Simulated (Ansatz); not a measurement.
Frontier orbitals of C2H8AlNO2, SMILES `C[N](C)[Al]([OH])[OH]`.

Z-matrix (Å, degrees):
```
C
N 1 1.440
H 1 1.100 2 111.8
H 1 1.100 2 111.8 3 120.0
H 1 1.093 2 111.1 3 -120.0
C 2 1.444 1 112.6 3 -60.1
Al 2 1.765 1 124.8 3 119.9
H 6 1.092 2 110.7 1 -180.0
H 6 1.100 2 111.5 1 59.9
H 6 1.100 2 111.5 1 -59.8
O 7 1.695 2 124.0 1 -0.3
O 7 1.693 2 117.1 1 179.7
H 11 0.954 7 125.6 2 -0.5
H 12 0.955 7 122.0 2 179.9
```

Charge 0, multiplicity 1. The geometry is a stationary point of PBE0-D4/def2-TZVP. It is one conformer, not always the lowest. Basis def2-TZVPP, the Gaussian-basis code of Ansatz.

```tsv
functional	HOMO (eV)	LUMO (eV)	gap (eV)
PBE	-4.97	-1.00	3.97
BLYP	-4.86	-0.97	3.89
PBE0	-6.27	-0.14	6.13
r2SCAN0	-6.43	0.16	6.59
LC-ωPBE	-8.99	2.02	11.01
ωB97M-V	-8.57	1.42	9.99
```

(1) What is the vertical ionisation energy at frozen-core CCSD(T)/CBS(def2)? (An estimate is asked.)

Results:

(1) Computed: 8.62 eV (T1 of the cation 0.017).

Against PBE, PBE0 changes HOMO and LUMO by −1.30 and +0.86 eV, ωB97M-V by −3.60 and +2.41 eV. A gap of 3.97 eV thus becomes 9.99 eV for the same molecule, so an orbital gap means little without its functional. A positive LUMO is unbound and depends on the basis. −ε(HOMO) differs from that ionisation energy by −3.65 eV with PBE and −0.05 eV with ωB97M-V.

LC-ωPBE has ω = 0.4 bohr⁻¹.
